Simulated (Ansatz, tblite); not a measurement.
Forces on Ge3Se4 at its PBE-D4/def2-SVP geometry. The state is a singlet with charge 0.

The xTB rows come from tblite. Another isomer (singlet) lies 0.58 eV lower at PBE0-D4/def2-TZVP; other spin states weren't run for this one.

GFN1-xTB (tblite), largest force 1.78 eV/Å:

```xyz
7
positions Å, forces eV/Å
Ge   -1.324    1.722    0.654    0.766   -1.309   -0.055
Ge   -0.014   -1.271    1.494    0.257    0.936   -1.133
Ge    1.639    0.042   -1.930   -1.264   -0.709    1.031
Se   -0.738    0.646   -1.883    1.007   -0.412    1.015
Se    0.461    1.102    2.089   -1.131   -0.441   -0.897
Se   -1.851   -0.741   -0.229    1.032    0.982    0.470
Se    1.828   -1.501   -0.194   -0.666    0.952   -0.432
```

GFN2-xTB (tblite), largest force 0.63 eV/Å:

```
Ge 0.182 -0.246 0.141
Ge 0.175 -0.277 0.292
Ge 0.318 -0.180 0.030
Se -0.375 -0.091 0.374
Se -0.282 0.399 -0.133
Se -0.151 0.420 -0.451
Se 0.135 -0.026 -0.254
```

PBE-D4/def2-TZVP (Ansatz), largest force 0.18 eV/Å:

```
Ge 0.051 -0.126 -0.046
Ge -0.005 0.074 -0.059
Ge -0.060 -0.023 0.047
Se -0.016 -0.078 0.150
Se -0.041 -0.036 -0.038
Se 0.114 0.135 -0.042
Se -0.042 0.054 -0.011
```
